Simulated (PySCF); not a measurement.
Species: BCl₂H₄NSi.
Numbering: `[NH2:1][SiH2:2][B:3]([Cl:4])[Cl:5]` (hydrogens: H6, H7 on N1; H8, H9 on Si2)

The calculation used PBE0-D3(BJ)/def2-SVP geometry optimisation, gas phase in PySCF.

Q: Give the optimised bond lengths and angles.

A: 
```
          bond  length (pm)   order
        N1–Si2        173.1  single
        Si2–B3        202.0  single
B3–Cl4, B3–Cl5        175.2  single
  N1–H6, N1–H7        101.4  single
        Si2–H8        150.7  single
        Si2–H9        149.6  single
```

Bonds in one row agree within 1 pm and their mean is given. Orders are formal, as drawn. A selection of angles:
```
     angle  degrees
 Si2–N1–H6    118.1
 Si2–N1–H7    121.1
  H6–N1–H7    111.0
 N1–Si2–B3    107.7
 N1–Si2–H8    116.6
 N1–Si2–H9    109.8
 B3–Si2–H8    106.3
 B3–Si2–H9    110.6
 H8–Si2–H9    105.8
Si2–B3–Cl4    120.8
Cl4–B3–Cl5    118.4
```

Dihedral angles: N1–Si2–B3–Cl4 13° (synperiplanar). The mirror-image conformer, all signs reversed, is as good.

Si2 (SiH2 silicon) is distorted tetrahedral (angles from 105.8° to 116.6°). Of the pairs four or more bonds apart, Cl4···H6 is among the closest relative to their van der Waals radii: 3.04 Å, 103 % of the sum of Bondi's values. N1 (silicon-bound nitrogen) has angles 121.1°, 118.1° and 111.0°, sum 350.3°, 0.22 Å off the plane of its three neighbours. B3 (three-coordinate boron) is planar (angles 120.8°, 120.8° and 118.4°, sum 360.0°, 0.02 Å off the plane of its three neighbours).

Point group: C1 (no symmetry element, even within 0.4 Å). No PBE0-D3(BJ)/def2-SVP frequencies stand behind this structure, so it isn't proved a minimum. The numbers are those of one conformer (H–N1–Si2–B3 -37° and 180°, N1–Si2–B3–Cl4 13°).
